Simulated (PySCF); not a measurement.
# Vertical excitation energies

Compound: CH5BN2.
InChI=1S/CH5BN2/c1-4-2-3/h2H,1,3H2

Method: TDDFT wB97X-D/def2-SVPD, vertical, gas phase, core orbitals frozen in the response (PySCF 2.14.0, density-fitted response routines). Geometry: PBE0-D3(BJ)/def2-SVP, one conformer, isolated molecule. Torsions of this conformer, `[CH2:1]=[N:2][BH:3][NH2:4]`: C1–N2–B3–N4 92°, H–N4–B3–N2 -2°, H–N4–B3–N2 172°.

Task: What does the calculation give for the low-lying excited states?

Result: 

```json
{"state": "S1", "E (eV)": "4.23", "E (kJ/mol)": "408", "λ (nm)": "292.9", "f": "0.0002", "main configurations (H = HOMO, L = LUMO)": "H→L (90%)"}
{"state": "S2", "E (eV)": "6.54", "E (kJ/mol)": "631", "λ (nm)": "189.6", "f": "0.046", "main configurations (H = HOMO, L = LUMO)": "H→L+1 (83%)"}
{"state": "S3", "E (eV)": "7.09", "E (kJ/mol)": "684", "λ (nm)": "174.8", "f": "0.048", "main configurations (H = HOMO, L = LUMO)": "H→L+2 (54%), H-1→L (32%)"}
{"state": "S4", "E (eV)": "7.38", "E (kJ/mol)": "712", "λ (nm)": "168.0", "f": "0.064", "main configurations (H = HOMO, L = LUMO)": "H-1→L (49%), H→L+2 (19%), H→L+3 (15%)"}
{"state": "S5", "E (eV)": "7.72", "E (kJ/mol)": "745", "λ (nm)": "160.6", "f": "0.0094", "main configurations (H = HOMO, L = LUMO)": "H→L+3 (47%), H-2→L (24%), H-1→L (10%)"}
{"state": "S6", "E (eV)": "7.81", "E (kJ/mol)": "754", "λ (nm)": "158.7", "f": "0.487", "main configurations (H = HOMO, L = LUMO)": "H-2→L (64%), H→L+3 (25%)"}
{"state": "S7", "E (eV)": "8.15", "E (kJ/mol)": "787", "λ (nm)": "152.1", "f": "0.023", "main configurations (H = HOMO, L = LUMO)": "H→L+4 (75%)"}
{"state": "S8", "E (eV)": "8.40", "E (kJ/mol)": "810", "λ (nm)": "147.6", "f": "0.037", "main configurations (H = HOMO, L = LUMO)": "H-2→L+2 (31%), H-2→L+1 (31%), H-2→L+3 (17%)"}
{"state": "S9", "E (eV)": "8.55", "E (kJ/mol)": "825", "λ (nm)": "145.1", "f": "0.106", "main configurations (H = HOMO, L = LUMO)": "H→L+5 (48%), H-1→L+1 (16%), H-1→L+2 (15%)"}
{"state": "S10", "E (eV)": "8.74", "E (kJ/mol)": "844", "λ (nm)": "141.8", "f": "0.036", "main configurations (H = HOMO, L = LUMO)": "H-1→L+1 (34%), H→L+5 (15%), H-2→L+1 (13%)"}
```

Triplets (Tamm–Dancoff): T1 3.69 eV, H→L (87%); T2 5.10 eV, H-2→L (69%), H-3→L (15%); T3 5.96 eV, H→L+1 (34%), H→L+2 (32%), H→L+3 (28%); T4 6.65 eV, H→L+1 (38%), H→L+2 (22%), H-1→L (14%).

The lowest singlet comes at 293 nm (408 kJ/mol) in the ultraviolet; it is dark (f under 0.0005); its leading configuration is HOMO→LUMO (90%). The strongest level in the table is S6 at 7.81 eV (159 nm, f = 0.487). Löwdin shares by element: HOMO nitrogen 66%, carbon 13%, boron 8%; LUMO carbon 37%, nitrogen 31% or more, boron 11%, hydrogen 7% or more (atoms not listed hold the other 15%). Weighted by f, the mean energy of these states is 7.83 eV. Orbital energies (eV): HOMO-3 -12.63, HOMO-2 -10.74, HOMO-1 -10.60, HOMO -8.66, LUMO 1.22, LUMO+1 2.19, LUMO+2 2.78. The oscillator strengths of these states sum to 0.857; summed over the whole spectrum of an exact calculation they would give the number of electrons, 30 (Thomas–Reiche–Kuhn). No computed singlet lies in the visible range (380 to 750 nm); the lowest, at 293 nm, stands 0.97 eV above its violet end (3.26 eV). The vertical ionisation energy (ΔSCF) is 9.01 eV, 0.27 eV above S10. Singlets were solved by full linear response, triplets in the Tamm–Dancoff approximation.
